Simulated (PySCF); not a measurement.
Predicted microwave data (PBE0-D3(BJ)/def2-SVP geometry optimisation, gas phase (PySCF)) for one isomer of C9H5FO2:

* Rotational constants: A = 1193, B = 726.9, C = 451.8 MHz
* Dipole components: |μa| = 0.89 D, |μb| = 2.11 D, |μc| = 0.00 D
* Inertial defect: -0.01 u·Å²
* κ: -0.26

Task: Which candidate fits, each taken in the one conformer that was computed?
A. `[CH:1]#[C:2][c:3]1[cH:4][c:5]([F:6])[cH:7][c:8]([C:9](=[O:10])[OH:11])[cH:12]1` with C7–C8–C9–O10 -1°, C8–C9–O11–H 180°
B. `[O:1]=[C:2]([F:3])[c:4]1[cH:5][c:6]2[cH:7][cH:8][cH:9][cH:10][c:11]2[o:12]1` with O1–C2–C4–C5 -179°

Result: A. It is C#Cc1cc(F)cc(C(=O)O)c1, an asymmetric top, point group Cs. The candidates at the same level (rigid rotor, commonest isotopes):

| SMILES | A (MHz) | B (MHz) | C (MHz) | μa (D) | μb (D) | μc (D) | Δ (u·Å²) | point group | rotor |
| --- | --- | --- | --- | --- | --- | --- | --- | --- | --- |
| O=C(F)c1cc2ccccc2o1 | 2942 | 562.1 | 472.0 | 3.91 | 1.76 | 0.00 | -0.01 | Cs | near-prolate asymmetric top |
| C#Cc1cc(F)cc(C(=O)O)c1 | 1193 | 726.9 | 451.8 | 0.89 | 2.11 | 0.00 | -0.01 | Cs | asymmetric top |

`O=C(F)c1cc2ccccc2o1` has A 147 % too high. In the right answer the mirror of this Cs structure is the ab plane, so μc vanishes by symmetry (the 0.01 D computed is a residue). No structure here is proved a minimum.
